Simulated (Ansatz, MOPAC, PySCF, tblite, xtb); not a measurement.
Scan of Cl2Si, singlet: map of symmetric stretch and bend. Scanned: Si-Cl bond length and Cl-Si-Cl angle.

Levels: GFN2-xTB, 300 K electronic temperature (tblite); RHF/def2-TZVP, density fitting (PySCF); CAM-B3LYP/def2-TZVP, density fitting (PySCF); PBE/def2-TZVP, density fitting (PySCF); RHF/aug-cc-pVTZ (Ansatz, a quantum-chemistry and plane-wave program); MP2/aug-cc-pVTZ = Ansatz with MP2 on RHF/aug-cc-pVTZ, frozen core; CCSD/aug-cc-pVTZ = Ansatz with CCSD on RHF/aug-cc-pVTZ, frozen core; CCSD(T)/aug-cc-pVTZ = CCSD(T) on RHF/aug-cc-pVTZ, frozen core (Ansatz); AM1, restricted, heats of formation (MOPAC); PM6, restricted, heats of formation (MOPAC); GFN1-xTB (xtb); RKS-B3LYP/6-31G* = PySCF with restricted B3LYP/6-31G*, spherical d; RKS-BP86/6-31G* = restricted BP86/6-31G*, spherical d in PySCF; RKS-LDA (SVWN5)/6-31G* = restricted LDA (SVWN5)/6-31G*, spherical d run with PySCF 2.14.0; RHF/LANL2DZ = PySCF 2.14.0 with restricted Hartree-Fock/LANL2DZ, with its core potentials past Ne.

Energies in eV at chosen points (x: Si-Cl bond length (Å); y: Cl-Si-Cl angle (°)), relative to x = 2.21, y = 96.23:

| method | (2.21, 122.14) | (2.73, 180) | (2.42, 122.14) | (2.81, 156.68) | (1.90, 139.41) | (2.11, 139.41) | (1.77, 173.95) |
|---|---|---|---|---|---|---|---|
| GFN2-xTB | 0.255 | 2.739 | 0.922 | 2.867 | 0.986 | 0.540 | 5.191 |
| RHF | 0.344 | 3.902 | 1.316 | 4.186 | 1.680 | 0.835 | 6.067 |
| CAM-B3LYP | 0.274 | 3.609 | 1.193 | 3.904 | 1.528 | 0.660 | 5.356 |
| PBE | 0.222 | 3.126 | 1.006 | 3.396 | 1.629 | 0.607 | 5.327 |
| RHF/aug-cc-pVTZ | 0.348 | 3.819 | 1.281 | 4.097 | 1.784 | 0.867 | 6.207 |
| MP2/aug-cc-pVTZ | 0.294 | 3.675 | 1.210 | 3.975 | 1.631 | 0.698 | 5.356 |
| CCSD/aug-cc-pVTZ | 0.302 | 3.726 | 1.217 | 4.004 | 1.663 | 0.731 | 5.599 |
| CCSD(T)/aug-cc-pVTZ | 0.284 | 3.562 | 1.160 | 3.830 | 1.668 | 0.701 | 5.463 |
| AM1 | 0.228 | 4.268 | 1.171 | 4.643 | 0.259 | 0.391 | 3.168 |
| PM6 | -0.162 | 2.457 | 0.590 | 2.829 | -0.154 | -0.426 | 0.638 |
| GFN1-xTB | 0.135 | 3.047 | 1.072 | 3.577 | 1.043 | 0.252 | 5.723 |
| RKS-B3LYP/6-31G* | 0.226 | 3.172 | 0.989 | 3.420 | 1.823 | 0.676 | 5.758 |
| RKS-BP86/6-31G* | 0.200 | 2.943 | 0.907 | 3.191 | 1.845 | 0.638 | 5.684 |
| RKS-LDA (SVWN5)/6-31G* | 0.222 | 3.256 | 1.070 | 3.549 | 1.590 | 0.574 | 5.213 |
| RHF/LANL2DZ | 0.350 | 3.226 | 0.820 | 3.366 | 2.992 | 1.203 | 8.388 |
